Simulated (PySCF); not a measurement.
## AgF₂⁻: from structure and modes to constants

Method: PySCF, PBE0, basis Ag def2-TZVPD with ECP28, F def2-TZVPD (scalar-relativistic core potentials, no spin–orbit coupling, density fitting).

The singlet minimum has D∞h symmetry. Masses (u): Ag 106.90509, F 18.99840.

```xyz
3
charge -1 multiplicity 1, angstrom
Ag    0.0000    0.0000    0.0000
F     2.0230    0.0000    0.0000
F    -2.0230    0.0000    0.0000
```

Harmonic wavenumbers (cm⁻¹): 144.1 (πu, ×2), 399.7 (σg+, ×1), 482.9 (σu+, ×1).

Q: What is the harmonic zero-point energy?

A: Half the sum of all 4 wavenumbers, 1171/2 = 585 cm⁻¹, which is 7.0 kJ/mol (1 cm⁻¹ = 0.0119627 kJ/mol).

Q: Give the standard entropy (298.15 K, 1 bar) by its translational, rotational, vibrational and spin parts, and Cp.

A: Sackur–Tetrode with M = 144.90 u gives 170.9; rotation with symmetry number 2 gives 65.4; vibration 30.0; spin R ln 1 = 0.0. The total is 266.3 J/(mol K), and Cp = 7/2 R + 27.5 = 56.6 J/(mol K).

Only a few start shapes were tried, so a lower isomer may exist. The lowest empty level of this anion is unbound, so it and the gap depend on the basis.
